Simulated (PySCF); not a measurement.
**Unknown compound**

The spectra below were simulated for a compound C₈H₁₃F.

¹H NMR (500 MHz, computed): δ 2.22 (m, 1H), 1.91 (m, 2H), 1.90 (m, 2H), 1.61 (m, 2H), 1.44 (m, 2H), 1.41 (m, 2H), 1.03 (m, 2H).

¹³C{¹H} NMR (computed): δ 112.3 (C), 52.1 (CH), 41.6 (CH2, 2C), 34.7 (CH2, 2C), 27.3 (CH2, 2C).

- NMR shieldings at PBE0/pcSseg-1/GIAO
- structure optimised with PBE0-D3(BJ)/def2-SVP
- program: PySCF 2.14
- a single conformation, non-relativistic, equivalent nuclei averaged, isolated molecule

Chemical shifts δ = σref − σ; ¹H, ¹³C against TMS, all at this level.

Problem. Choose the structure that fits.
A. F[C@]12CCC[C@H]1CCC2
B. FC12CCC(CC1)CC2
C. F[C@@]12CCC[C@@H](CC1)C2

Solution. A. 

- The formula gives 2 degrees of unsaturation (2 rings in the answer).
- 5 carbon signals for 8 carbons: some carbons are equivalent by symmetry or fast rotation.
- Carbon types of the structure: 1 × C, 1 × CH, 6 × CH2, which accounts for all hydrogens.
- δC 112.3: fully substituted sp3 carbon bonded to F; deshielded by the electronegative neighbour.
- δC 52.1: sp3 CH in a ring; a saturated carbon with 3 carbon neighbours and no heteroatom attached.
- δC 41.6, 34.7, 27.3: sp3 CH2 in a ring; aliphatic region, no heteroatom directly attached.
- δH 2.22: hydrogen on an sp3 CH in a ring.
- δH 1.91, 1.90, 1.61, 1.44, 1.41, 1.03: hydrogen on an sp3 CH2 in a ring.

The others: FC12CCC(CC1)CC2 would give 4 carbon signals, not 5; F[C@@]12CCC[C@@H](CC1)C2 would give 8 carbon signals, not 5.

Splittings by ¹⁹F in the carbon and heteronuclear signals aren't shown, as no couplings were computed. Shifts are as computed. Against solution values, carbons near 30 ppm lie about +2 ppm off and those near 130 ppm about +5 ppm. Of 1211 compounds with measured shifts, 218 miss one by over three times the rms of a fit or turn the order of signals round; such compounds aren't used in these exercises. No couplings were computed; multiplicities are counted from neighbouring protons, with m where these are inequivalent, close in shift, in a saturated or five-membered ring or joined by F or P, and br s for small geminal =CH2 splittings.
